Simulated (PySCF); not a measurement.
CH₅ClFNOSi. Atoms are numbered in the order given.

```xyz
11

C     -1.9727    -0.4132    -1.3336
O     -1.1779     0.5827    -0.7200
Si     0.2955     0.3223    -0.0557
N      1.4132    -0.2475    -1.2046
F      0.6845     1.7414     0.6091
Cl     0.2267    -1.0641     1.4691
H     -1.4120    -0.9548    -2.1155
H     -2.3318    -1.1477    -0.5919
H     -2.8442     0.0737    -1.7956
H      2.2223    -0.7888    -0.9196
H      1.5817     0.2720    -2.0608
```

Geometry optimised at B3LYP-D3(BJ)/def2-SVP. This is a generated structure with no PubChem entry under its InChIKey; it may be hypothetical. Other conformers were not sampled.

These are B3LYP-D3(BJ)/def2-SVP (PySCF) values and carry that method's errors.

Frequencies are harmonic and unscaled.

| mode | ν (cm⁻¹) | IR (km/mol) | Raman (Å⁴/amu) | depolarisation | moving atoms (share of kinetic energy) |
|---|---|---|---|---|---|
| 1 | 69 | 2.5 | 0.7 | 0.74 | C 33 %, H 25 %, Cl 17 %, N 11 %, O 10 % |
| 2 | 98 | 0.0 | 0.1 | 0.72 | H 97 % |
| 3 | 143 | 2.1 | 0.7 | 0.67 | C 33 %, H 22 %, N 13 %, F 12 %, Cl 12 % |
| 4 | 159 | 6.8 | 1.3 | 0.75 | H 44 %, F 21 %, O 14 %, Cl 11 % |
| 5 | 226 | 3.8 | 1.5 | 0.73 | N 26 %, O 21 %, H 21 %, F 12 %, Cl 12 % |
| 6 | 277 | 1.8 | 0.3 | 0.59 | F 36 %, H 32 %, Cl 17 %, Si 9 % |
| 7 | 308 | 39.4 | 2.2 | 0.75 | H 29 %, F 27 %, Si 15 %, N 12 % |
| 8 | 326 | 39.9 | 2.1 | 0.53 | O 30 %, H 27 %, Cl 20 %, N 9 %, Si 9 % |
| 9 | 379 | 103.5 | 0.7 | 0.60 | H 55 %, N 18 %, O 9 % |
| 10 | 393 | 69.2 | 1.4 | 0.54 | O 25 %, N 23 %, H 17 %, Si 14 %, F 14 % |
| 11 | 532 | 77.4 | 5.6 | 0.04 | Cl 38 %, Si 34 %, N 9 % |
| 12 | 746 | 30.4 | 6.3 | 0.08 | H 30 %, O 24 %, N 16 %, Si 12 %, C 10 %, F 8 % |
| 13 | 848 | 193.9 | 2.3 | 0.13 | H 48 %, Si 25 %, N 19 % |
| 14 | 903 | 131.4 | 1.6 | 0.74 | Si 44 %, F 17 %, N 14 %, H 9 %, C 8 % |
| 15 | 961 | 171.9 | 1.2 | 0.59 | Si 49 %, F 27 %, N 19 % |
| 16 | 1157 | 205.8 | 2.0 | 0.75 | O 38 %, C 30 %, H 29 % |
| 17 | 1180 | 1.6 | 2.5 | 0.75 | H 77 %, C 18 % |
| 18 | 1215 | 130.4 | 2.4 | 0.60 | H 48 %, O 28 %, C 22 % |
| 19 | 1472 | 4.0 | 18.4 | 0.75 | H 96 % |
| 20 | 1476 | 0.7 | 5.1 | 0.70 | H 89 %, C 9 % |
| 21 | 1480 | 8.1 | 15.1 | 0.75 | H 96 % |
| 22 | 1530 | 70.2 | 4.9 | 0.71 | H 88 %, N 11 % |
| 23 | 3007 | 51.9 | 120.3 | 0.01 | H 97 % |
| 24 | 3081 | 31.1 | 52.8 | 0.75 | H 90 %, C 10 % |
| 25 | 3121 | 25.9 | 102.0 | 0.58 | H 90 %, C 10 % |
| 26 | 3577 | 42.7 | 120.9 | 0.12 | H 96 % |
| 27 | 3675 | 44.4 | 74.4 | 0.75 | H 91 %, N 9 % |
